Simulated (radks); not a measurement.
Task: The barium ion Ba+, [Xe] 6s1. Method: non-relativistic Kohn-Sham, exchange-only LDA, spin-polarised, spherical densities, point nucleus; computed with a radial shooting solver on a logarithmic mesh with Libxc functionals. Every spin shell is full or empty, so the densities are truly spherical. Functionals are evaluated on that one density, not self-consistently. Rank these orbital-free kinetic functionals by their error against the exact value of the orbitals, and give that value: Thomas-Fermi, TF + vW, TF + vW/9, TF + vW/5, LC94, APBEK, revAPBEK, Perdew 92, Thakkar, Pearson, PG1, DePristo-Kress, Ernzerhof.

Result: Exact: 7874.58 hartree. From best to worst, with 100 (|E| - |E exact|)/|E exact| (equal figures are ties): LC94 +0.03, APBEK +0.08, DePristo-Kress -0.15, revAPBEK +0.24, Ernzerhof -0.45, Thakkar -0.65, Perdew 92 -0.70, TF + vW/9 -0.71, Pearson -0.92, TF + vW/5 +2.85, Thomas-Fermi -5.16, PG1 +14.35, TF + vW +34.86.
